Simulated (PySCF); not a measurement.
C4H9ClO3Si.
Atom-mapped SMILES: `[CH3:1][O:2][C@@H:3]1[CH2:4][O:5][Si@H:6]([CH2:7][Cl:8])[O:9]1`

Definitions: NICS(0) = −σiso at the ring centroid; NICS(1) = −σiso and NICS(1)zz = −σzz at ±1 Å along the ring normal z. Level: GIAO PBE0/pcSseg-1 (PySCF, non-relativistic, gas phase) on the GFN2-xTB geometry, one conformer.

Ring bond lengths (Å), with Mayer bond orders in brackets: C3–C4 1.542 (1.02), C4–O5 1.396 (0.89), O5–Si6 1.636 (0.99), Si6–O9 1.640 (0.97), O9–C3 1.394 (0.91).

**Question.** What do the NICS probes read (ppm)?

**Answer.** 
```json
{"ring": "C3–C4–O5–Si6–O9", "type": "5-membered ring with 2 O and Si; formal bonds all single", "NICS(0)": "-6.9", "NICS(1), two faces": "-2.7 / -2.7", "NICS(1)zz, two faces": "-6.0 / -2.7", "rms pucker (Å)": "0.09", "centre to ring atoms, mean (Å)": "1.29"}
```

**Question.** What do they say, and how far can they be read as aromaticity?

**Answer.** 
- C3–C4–O5–Si6–O9: mean NICS(1)zz -4.4 ppm, shielded. C3, C4, Si6 have four or more neighbours; no verdict on aromaticity is drawn. The two faces differ by 3.3 ppm, so no symmetry operation interchanges them.
